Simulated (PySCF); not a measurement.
Ga2H4, SMILES [GaH2][GaH2]. The structure is a stationary point at PBE0-D3(BJ)/def2-TZVP.

Q: Give the equilibrium geometry at PBE0-D3(BJ)/def2-TZVP (PySCF confirms it by a frequency run) as bond lengths and angles, and its point group. (Estimate from the structure and the level; the computed values follow.)

A: point group D2d.
Atoms: Ga1 Ga2 H3 H4 H5 H6. Bond lengths (Å): Ga1–Ga2 2.459, Ga1–H3 1.578, Ga1–H4 1.578, Ga2–H5 1.578, Ga2–H6 1.578. Bond angles (°): Ga2–Ga1–H3 122.1, Ga2–Ga1–H4 122.1, H3–Ga1–H4 115.7, Ga1–Ga2–H5 122.1, Ga1–Ga2–H6 122.1, H5–Ga2–H6 115.7.
